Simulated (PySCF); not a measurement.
**Deuteron quadrupole couplings in `C/C=C/CS(C)(=O)=O`**

Compound: C₅H₁₀O₂S.
Z-matrix (Å and degrees, GFN2-xTB geometry), rows numbered from 1:
```
C 
C   1  1.4905
C   2  1.3254  1  124.59
C   3  1.4779  2  124.77  1  -178.25
S   4  1.8339  3  108.42  2   114.86
C   5  1.8165  4  103.99  3   -59.66
O   5  1.4379  4  108.47  3  -174.92
O   5  1.4363  4  108.87  3    55.79
H   1  1.0866  2  111.03  3     3.52
H   1  1.0897  2  110.12  3  -117.08
H   1  1.0898  2  110.26  3   124.50
H   2  1.0833  1  115.49  3   178.97
H   3  1.0813  2  120.55  1    -0.93
H   4  1.0860  3  113.75  2    -3.47
H   4  1.0879  3  112.57  2  -129.96
H   6  1.0817  5  107.91  4    57.45
H   6  1.0815  5  108.11  4   -63.70
H   6  1.0825  5  107.41  4   176.93
```

Level: PBE0/pcSseg-1 (PySCF, non-relativistic); Q(2H) = 0.00286 b; rigid geometry, the same for H and D, with no vibrational averaging.

Question: Rank these positions by the coupling χzz of a deuteron there, largest first.
A. H15 (methylene hydrogen)
B. H9 (methyl hydrogen)
C. H17 (methyl hydrogen)

Answer: C (216 kHz), B (211 kHz), A (206 kHz).

Question: Tabulate Vzz, the asymmetry η and χzz = 234.96 MHz × Q × Vzz for every hydrogen position.

Answer: 
| atom | bonded to | bond length (Å) | Vzz (au) | η | χzz (kHz) |
| --- | --- | --- | --- | --- | --- |
| H9 | C1 | 1.087 | 0.3145 | 0.03 | 211 |
| H10 | C1 | 1.090 | 0.3107 | 0.02 | 209 |
| H11 | C1 | 1.090 | 0.3106 | 0.02 | 209 |
| H12 | C2 | 1.083 | 0.3216 | 0.06 | 216 |
| H13 | C3 | 1.081 | 0.3210 | 0.08 | 216 |
| H14 | C4 | 1.086 | 0.3104 | 0.02 | 209 |
| H15 | C4 | 1.088 | 0.3071 | 0.02 | 206 |
| H16 | C6 | 1.082 | 0.3180 | 0.04 | 214 |
| H17 | C6 | 1.081 | 0.3213 | 0.04 | 216 |
| H18 | C6 | 1.082 | 0.3201 | 0.04 | 215 |

Question: How does χzz go with the bond length over the 10 C–H bonds?

Answer: A straight-line fit has a slope of -9.7 kHz for each 0.01 Å, with a correlation coefficient of -0.88, over lengths from 1.081 to 1.090 Å. The longer bonds have the smaller couplings here.

Question: A static deuteron (I = 1) shows a doublet split by (3/2)χ, (3/4)χ(1 + η) and (3/4)χ(1 − η) with the field along z, y and x of the gradient. What are these for H17?

Answer: With |χ| = 215.9 kHz and η = 0.041: 324, 169 and 155 kHz, to first order and without motion.

Isolated species at its GFN2-xTB geometry (one conformer only). GFN2-xTB bond lengths can be off by several hundredths of an ångström, more for odd bonds, and the gradients follow them. The basis is small and wasn't made for field gradients, so the couplings can be 20 % off.

These values come from a run that also computed NMR shieldings. Time: 28 s wall; peak memory 0.85 GiB. Hardware: an Intel Xeon Platinum 8488C with one thread (shared host).
